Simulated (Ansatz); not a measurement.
Born–Oppenheimer molecular dynamics of Cl₂H₇Si₃ (12 atoms, charge 0, multiplicity 2). It starts at the highest image of a converged band, a first-order saddle point between two minima.

Level of theory: Ansatz 0.2.0, UKS PBE0/6-31G*.

- ensemble: NVE (velocity Verlet)
- time step: 0.5 fs
- steps asked: 200
- starting velocities drawn for: 300 K
- seed: 8797

First frame:

```xyz
12
Properties=species:S:1:pos:R:3
Si -0.034 0.028 -0.088
Cl 0.033 -0.101 2.236
Cl 1.929 0.159 -0.765
Si -1.152 2.023 -0.589
H -2.531 1.933 -0.033
H -0.425 3.160 0.036
H -1.227 2.225 -2.063
Si -0.963 -1.993 -0.818
H -2.350 -2.085 -0.283
H -1.003 -2.042 -2.306
H -0.144 -3.122 -0.301
H 0.132 -0.186 3.806
```

How far do the bonds stretch over the last three quarters of this one trajectory? (Pairs bonded in most of those frames.)


```json
{"bond": "Si1–Cl2", "mean (Å)": "2.080", "spread (Å)": "0.103", "shortest": "1.93", "longest": "2.24"}
{"bond": "Si1–Cl3", "mean (Å)": "2.076", "spread (Å)": "0.009", "shortest": "2.06", "longest": "2.10"}
{"bond": "Si1–Si4", "mean (Å)": "2.370", "spread (Å)": "0.075", "shortest": "2.27", "longest": "2.50"}
{"bond": "Si1–Si8", "mean (Å)": "2.337", "spread (Å)": "0.056", "shortest": "2.27", "longest": "2.44"}
{"bond": "Si4–H5", "mean (Å)": "1.492", "spread (Å)": "0.013", "shortest": "1.47", "longest": "1.51"}
{"bond": "Si4–H6", "mean (Å)": "1.488", "spread (Å)": "0.020", "shortest": "1.46", "longest": "1.52"}
{"bond": "Si4–H7", "mean (Å)": "1.492", "spread (Å)": "0.017", "shortest": "1.46", "longest": "1.52"}
{"bond": "Si8–H9", "mean (Å)": "1.491", "spread (Å)": "0.020", "shortest": "1.46", "longest": "1.52"}
{"bond": "Si8–H10", "mean (Å)": "1.491", "spread (Å)": "0.005", "shortest": "1.48", "longest": "1.50"}
{"bond": "Si8–H11", "mean (Å)": "1.490", "spread (Å)": "0.006", "shortest": "1.48", "longest": "1.50"}
```

Mean temperature of the second half: 529 K. The conserved energy stayed within 0.046 meV per atom of its start (net change 0.027 meV per atom), so the integration is sound. The kinetic energy rose, since the run started high on the potential surface and went downhill. It ends in pieces (Cl2H6Si3 + H), so much of that is their flight and rotation, not heat. A run of 0.1 ps of so small a system gives no equilibrium averages.

Run time: 13 min on 4 threads of Arm Neoverse V1, with other jobs on the host, peak memory 0.42 GiB.
